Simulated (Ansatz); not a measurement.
Relaxation of FH₄SSbSi (8 atoms, charge 0, multiplicity 1), to a largest force component of 0.015 eV/Å in at most 40 steps.

Method: RKS PBE/def2-SVP (Ansatz 0.2.0).

```xyz
8
Properties=species:S:1:pos:R:3
F -0.595 2.236 1.973
Sb -0.980 1.645 0.159
S -0.880 -0.677 0.912
Si 1.205 -0.908 0.123
H 0.743 1.620 -0.276
H 1.106 -0.676 -1.327
H 1.633 -2.281 0.403
H 2.078 0.067 0.754
```

Task: Where does it end, and by what steps?

Result: The run converged. After 13 steps the energy has fallen by 0.293 eV; H5 moved furthest, 0.82 Å.

```
step  energy less start (eV)  largest force component (eV/Å)  accepted
   0                  0.0000                           1.596       yes
   1                 -0.2022                           0.547       yes
   2                 -0.2383                           0.622       yes
   3                 -0.2615                           0.413       yes
   4                 -0.2722                           0.311       yes
   5                 -0.2822                           0.075       yes
   6                 -0.2863                           0.099       yes
   7                 -0.2887                           0.137       yes
   8                 -0.2900                           0.114       yes
   9                 -0.2913                           0.068       yes
  10                 -0.2927                           0.028       yes
  11                 -0.2925                           0.046        no
  12                 -0.2929                           0.032       yes
  13                 -0.2930                           0.015       yes
```

```xyz
8
Properties=species:S:1:pos:R:3
F -0.008 2.227 1.943
Sb -1.178 1.674 0.459
S -0.913 -0.774 0.589
Si 1.214 -0.940 0.182
H 0.098 1.846 -0.731
H 1.516 -0.592 -1.251
H 1.578 -2.376 0.440
H 2.001 -0.039 1.089
```

Whether the end is a true minimum wasn't checked by a vibrational analysis.

Run time: 9.7 s on 2 threads of AMD EPYC 9R45 96-Core Processor (Zen 5) (shared host), peak memory 0.17 GiB.
